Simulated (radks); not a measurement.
Spherical quantum dot in the effective-mass picture: electrons in a parabolic well V = omega^2 r^2 / 2 with omega = 2.28, all in effective atomic units (hartree* = m*/eps^2 hartree, bohr* = eps/m* bohr), one dielectric constant everywhere. Calculated with a radial shooting solver with Libxc functionals: non-relativistic Kohn-Sham, LDA (Slater exchange, Perdew-Wang correlation), spin-polarised, spherical densities. Levels are named by radial order and angular momentum (1s, 1p, 1d, 2s, ...), and open shells are averaged over m. Results are scaled to m* = 0.055 and eps = 16.7, for which hartree* = 5.366 meV and bohr* = 16.07 nm.

N = 20, configuration 1s2 1p6 1d10 2s2. This is the lowest configuration that the search found. Occupied and some empty levels:

level  occupation  eigenvalue (meV)  <r> (nm)
1s              2            95.708     16.26
1p              6            102.46     20.53
1d             10            109.97     23.64
2s              2            111.34     20.92
1f              0            118.10     26.15
2p              0            120.08     23.70
1g              0            126.78     28.31

Energy (meV): total 1440.75, kinetic 241.71, external 562.34, Hartree 711.08, exchange-correlation -74.376.

Electron density:

r (nm)  n(r) (e/nm^3)
0.912       0.0003450
3.21        0.0003279
5.50        0.0002985
7.79        0.0002681
10.1        0.0002463
12.4        0.0002365
14.7        0.0002346
17.0        0.0002317
19.2        0.0002193
21.5        0.0001932
23.8        0.0001556
26.1        0.0001133
28.4       0.00007440
30.7       0.00004358
33.0       0.00002279
35.3       0.00001069
37.6        4.443e-06
39.9        1.648e-06
42.2        5.469e-07
44.5        1.633e-07
